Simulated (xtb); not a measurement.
C₂H₅N, triplet, geometry from GFN2-xTB (a higher spin typed on purpose: for a closed-shell molecule this is an excited state); GFN2-xTB run with xtb.

The xtb input:
```
$ xtb mol.xyz --gfn 2 --uhf 2 --opt --json

# file mol.xyz
8

C      1.18220412    -0.18704546     0.00761715
N     -0.13698691     0.02812507     0.44949271
C     -1.19713933     0.18377426    -0.35550450
H      1.53745989     0.64718989    -0.61480816
H      1.83221410    -0.29239572     0.87664903
H      1.25623146    -1.08844880    -0.61795110
H     -1.93125172    -0.61564286    -0.33659213
H     -1.64613406     1.17204923    -0.36642255
```

### Question
Write the output that xtb gives for this input, abridged.

### Answer

```
   ID    Z sym.   atoms
    1    6 C      1, 3
    2    7 N      2
    3    1 H      4-8

           -------------------------------------------------
          |                Calculation Setup                |
           -------------------------------------------------

           -------------------------------------------------
          |                 G F N 2 - x T B                 |
           -------------------------------------------------

          ...................................................
          :                      SETUP                      :
          :.................................................:
          :  # basis functions                  17          :
          :  # atomic orbitals                  17          :
          :  # shells                           11          :
          :  # electrons                        18          :
          :  max. iterations                   250          :
          :  Hamiltonian                  GFN2-xTB          :
          :  restarted?                      false          :
          :  GBSA solvation                  false          :
          :  PC potential                    false          :
          :  electronic temp.          300.0000000     K    :
          :  accuracy                    1.0000000          :
          :  -> integral cutoff          0.2500000E+02      :
          :  -> integral neglect         0.1000000E-07      :
          :  -> SCF convergence          0.1000000E-05 Eh   :
          :  -> wf. convergence          0.1000000E-03 e    :
          :  Broyden damping             0.4000000          :
          :  net charge                          0          :
          :  unpaired electrons                  2          :
          ...................................................

 iter      E             dE          RMSdq      gap      omega  full diag
   1     -9.6767903 -0.967679E+01  0.315E+00   10.49       0.0  T
   2     -9.7076513 -0.308611E-01  0.216E+00   10.00       1.0  T
   3     -9.7151221 -0.747079E-02  0.116E+00   10.33       1.0  T
   4     -9.7154130 -0.290885E-03  0.198E-01   10.23       1.0  T
   5     -9.7155122 -0.992040E-04  0.669E-02   10.22       1.0  T
   6     -9.7155126 -0.371122E-06  0.287E-02   10.22       1.2  T
   7     -9.7155129 -0.375275E-06  0.403E-03   10.22       8.8  T
   8     -9.7155129 -0.690386E-08  0.137E-03   10.22      25.8  T
   9     -9.7155130 -0.820991E-09  0.169E-04   10.22     208.6  T
[...]
         :: total energy              -9.591515706357 Eh    ::
 * total energy  :    -9.5915157 Eh     change       -0.4467360E-10 Eh
   *** GEOMETRY OPTIMIZATION CONVERGED AFTER 1 ITERATIONS ***
         :: total energy              -9.591515706402 Eh    ::
[...]

     #   Z          covCN         q      C6AA      α(0)
     1   6 C        3.690    -0.023    21.173     6.585
     2   7 N        1.819    -0.169    25.449     7.475
     3   6 C        2.770    -0.096    30.384     9.028
     4   1 H        0.923     0.064     2.155     2.296
     5   1 H        0.924     0.053     2.284     2.363
     6   1 H        0.923     0.063     2.168     2.303
     7   1 H        0.925     0.054     2.270     2.356
     8   1 H        0.925     0.054     2.270     2.356

 Mol. C6AA /au·bohr⁶  :        510.370300
 Mol. C8AA /au·bohr⁸  :      10794.061169
 Mol. α(0) /au        :         34.761517

Wiberg/Mayer (AO) data.
largest (>0.10) Wiberg bond orders for each atom

 ---------------------------------------------------------------------------
     #   Z sym  total        # sym  WBO       # sym  WBO       # sym  WBO
 ---------------------------------------------------------------------------
     1   6 C    3.986 --     2 N    1.100     5 H    0.979     6 H    0.929
                             4 H    0.927
     2   7 N    2.820 --     3 C    1.507     1 C    1.100
     3   6 C    3.374 --     2 N    1.507     7 H    0.899     8 H    0.899
     4   1 H    0.993 --     1 C    0.927
     5   1 H    0.997 --     1 C    0.979
     6   1 H    0.993 --     1 C    0.929
     7   1 H    0.990 --     3 C    0.899
     8   1 H    0.990 --     3 C    0.899
 ---------------------------------------------------------------------------

Topologies differ in total number of bonds
Writing topology from bond orders to xtbtopo.mol

molecular dipole:
                 x           y           z       tot (Debye)
 q only:        0.361      -0.057      -0.211
   full:        0.320      -0.052      -0.328       1.173
molecular quadrupole (traceless):
                xx          xy          yy          xz          yz          zz
 q only:        1.703      -0.341      -0.476       0.071      -0.025      -1.227
  q+dip:        2.211      -0.302       0.249       0.075      -0.058      -2.461
   full:        2.308      -0.321       0.248      -0.079      -0.035      -2.556

optimized geometry written to: xtbopt.xyz

           -------------------------------------------------
          | TOTAL ENERGY               -9.591515706402 Eh   |
          | GRADIENT NORM               0.000112978788 Eh/α |
          | HOMO-LUMO GAP              10.220402239524 eV   |
           -------------------------------------------------

normal termination of xtb
```
